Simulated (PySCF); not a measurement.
## Spin-rotation constants: SMILES N#CC1(SC(F)(F)F)CC1, C₅H₄F₃NS

Geometry:
```
atom   x (Å)   y (Å)   z (Å)
  N1  -1.145   2.591  -0.417
  C2  -0.858   1.537  -0.079
  C3  -0.501   0.228   0.344
  S4   1.100   0.157   1.198
  C5   2.190   0.309  -0.265
  F6   1.972   1.430  -0.949
  F7   3.458   0.300   0.123
  F8   2.018  -0.706  -1.118
  C9  -1.583  -0.690   0.868
 C10  -0.955  -0.973  -0.451
 H11  -2.587  -0.293   0.900
 H12  -1.324  -1.315   1.709
 H13  -0.269  -1.803  -0.531
 H14  -1.515  -0.775  -1.354
```

Level of theory: GIAO PBE/pcSseg-1 magnetisability, rotational g tensor and spin-rotation constants, non-relativistic, gas phase in PySCF. Geometry: GFN2-xTB.

Task: Give the nuclear spin-rotation constants along the inertial axes (H = +C I·J) beside the isotropic shieldings.

Result: Rotational constants 1.8214, 0.9185, 0.7924 GHz. A star marks the isotopologue with that one atom substituted, in its own axes.
| atom | isotope | Caa (kHz) | Cbb (kHz) | Ccc (kHz) | mean (kHz) | σ (ppm) |
| --- | --- | --- | --- | --- | --- | --- |
| N1 | 14N | 0.371 | 0.042 | 0.176 | 0.196 | -30.5 |
| F6 | 19F | 3.480 | 1.102 | 1.237 | 1.940 | 198.9 |
| F7 | 19F | 1.998 | 1.461 | 1.397 | 1.619 | 211.6 |
| F8 | 19F | 3.389 | 1.378 | 0.979 | 1.915 | 203.2 |
| H11 | 1H | 0.026 | -0.096 | -0.094 | -0.055 | 30.1 |
| H12 | 1H | -0.199 | -0.033 | -0.054 | -0.095 | 30.3 |
| H13 | 1H | -0.103 | -0.048 | -0.076 | -0.076 | 30.0 |
| H14 | 1H | -0.181 | -0.088 | -0.007 | -0.092 | 29.9 |
| C2 | 13C* | 0.783 | 0.025 | 0.364 | 0.391 | 60.9 |
| C3 | 13C* | 0.229 | 0.155 | 0.115 | 0.167 | 163.9 |
| S4 | 33S* | 0.510 | 0.333 | 0.351 | 0.398 | 274.4 |
| C5 | 13C* | 0.626 | 0.304 | 0.273 | 0.401 | 34.5 |
| C9 | 13C* | 0.281 | 0.110 | 0.139 | 0.177 | 162.2 |

For the geometry as given, no vibrational averaging.
